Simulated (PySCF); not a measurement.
Point-charge models of `C#CC1=NN=C(C(F)(F)F)O1` against its computed dipole.

Coordinates (GFN2-xTB, Å) and charges (e) from the PBE0/pcSseg-1 density (PySCF):

```json
{"atom": "C1", "x": "3.572", "y": "0.520", "z": "-0.025", "Mulliken": "-0.2535", "IAO": "-0.1399", "Hirshfeld": "-0.0367", "ESP-fitted": "+0.0338"}
{"atom": "C2", "x": "2.434", "y": "0.162", "z": "0.113", "Mulliken": "+0.4329", "IAO": "-0.0419", "Hirshfeld": "-0.0416", "ESP-fitted": "-0.6470"}
{"atom": "C3", "x": "1.100", "y": "-0.243", "z": "0.265", "Mulliken": "+0.1894", "IAO": "+0.2776", "Hirshfeld": "+0.1411", "ESP-fitted": "+1.1363"}
{"atom": "N4", "x": "0.660", "y": "-1.276", "z": "0.927", "Mulliken": "-0.2300", "IAO": "-0.1761", "Hirshfeld": "-0.1211", "ESP-fitted": "-0.4457"}
{"atom": "N5", "x": "-0.666", "y": "-1.286", "z": "0.809", "Mulliken": "-0.2295", "IAO": "-0.1652", "Hirshfeld": "-0.1231", "ESP-fitted": "-0.2568"}
{"atom": "C6", "x": "-0.988", "y": "-0.263", "z": "0.085", "Mulliken": "+0.1788", "IAO": "+0.2230", "Hirshfeld": "+0.0959", "ESP-fitted": "+0.2914"}
{"atom": "C7", "x": "-2.358", "y": "0.166", "z": "-0.333", "Mulliken": "+0.9621", "IAO": "+0.8097", "Hirshfeld": "+0.2632", "ESP-fitted": "+0.5411"}
{"atom": "F8", "x": "-3.295", "y": "-0.650", "z": "0.134", "Mulliken": "-0.2410", "IAO": "-0.2508", "Hirshfeld": "-0.0685", "ESP-fitted": "-0.1816"}
{"atom": "F9", "x": "-2.474", "y": "0.196", "z": "-1.667", "Mulliken": "-0.2593", "IAO": "-0.2687", "Hirshfeld": "-0.0894", "ESP-fitted": "-0.1711"}
{"atom": "F10", "x": "-2.638", "y": "1.400", "z": "0.106", "Mulliken": "-0.2594", "IAO": "-0.2688", "Hirshfeld": "-0.0893", "ESP-fitted": "-0.1719"}
{"atom": "O11", "x": "0.083", "y": "0.451", "z": "-0.301", "Mulliken": "-0.3626", "IAO": "-0.2202", "Hirshfeld": "-0.0450", "ESP-fitted": "-0.3593"}
{"atom": "H12", "x": "4.571", "y": "0.823", "z": "-0.140", "Mulliken": "+0.0721", "IAO": "+0.2213", "Hirshfeld": "+0.1147", "ESP-fitted": "+0.2307"}
```

Task: Compute μ = Σ q r for each scheme (1 e·Å = 4.803 D) and compare with the dipole of the full density.

Result: The full density gives (2.86, 2.06, -1.14) D, 3.70 D in size; dipole vectors point from the negative to the positive end.

```tsv
scheme	μx	μy	μz	size (D)	share of the full size (%)	angle to the full dipole (°)
Mulliken	1.59	1.11	-0.61	2.04	55	1
IAO	3.66	0.88	-0.26	3.77	102	26
Hirshfeld	1.98	1.19	-0.62	2.39	65	5
ESP-fitted	2.92	2.02	-1.11	3.72	101	1
```

Task: Which set comes closest?

Result: Length of the difference vector: ESP-fitted 0.08 D, Hirshfeld 1.34 D, Mulliken 1.66 D, IAO 1.67 D. Closest: ESP-fitted. 

Task: What is left for the Hirshfeld atoms' own dipoles?

Result: The Hirshfeld atoms' densities add up to the full density, so μ = Σ q r + Σ (atomic dipoles). The atomic dipoles sum to (2.86, 2.06, -1.14) − (1.98, 1.19, -0.62) = (0.88, 0.87, -0.52) D, 1.34 D in size.

Task: With the origin at the mean of the coordinates, (0.000, 0.000, -0.002) Å, which are the largest single terms, by size, of the Mulliken dipole along the direction of the full one?

Result: C7 -7.52, C2 +4.02, C1 -3.72, F8 +3.41, N5 +1.63 D; all 12 atoms together +2.04 D. The single terms depend on the origin, their sum doesn't.

Task: Give the size of the full dipole in other units.

Result: 3.70 D = 1.456 au = 0.770 e·Å = 12.34 × 10⁻³⁰ C·m.

Geometry: GFN2-xTB; no solvent, vibrations or thermal averaging.

Shape of the structure used: `[CH:1]#[C:2][c:3]1[n:4][n:5][c:6]([C:7]([F:8])([F:9])[F:10])[o:11]1`: N5–C6–C7–F8 0°.
